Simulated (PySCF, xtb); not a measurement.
H3S2, SMILES S[SH2+], charge +1.

Coordinates come from a B3LYP-D3(BJ)/def2-TZVP optimisation. The isomer is the one that the SMILES or the coordinates give; other isomers of the formula were not compared.

Calculation: IEF-PCM-PBE0/def2-SVP in PySCF.

The values are the electrostatic part of the solvation free energy, E(continuum) − E(gas) at the gas-phase geometry, in a cavity of scaled van der Waals radii (PySCF's table); cavitation and dispersion terms are not included. In vacuum the orbital gap is 6.09 eV.

| solvent | ε | ΔG(elec) (kcal/mol) | gap (eV) |
|---|---|---|---|
| water | 78.36 | -69.8 | 6.25 |
| 2-propanol | 19.26 | -66.9 | 6.24 |
| toluene | 2.37 | -40.2 | 6.16 |

For comparison, GFN2-xTB/ALPB(water) (xtb, at the GFN2-xTB geometry, all terms of that model) gives -71.0 kcal/mol.
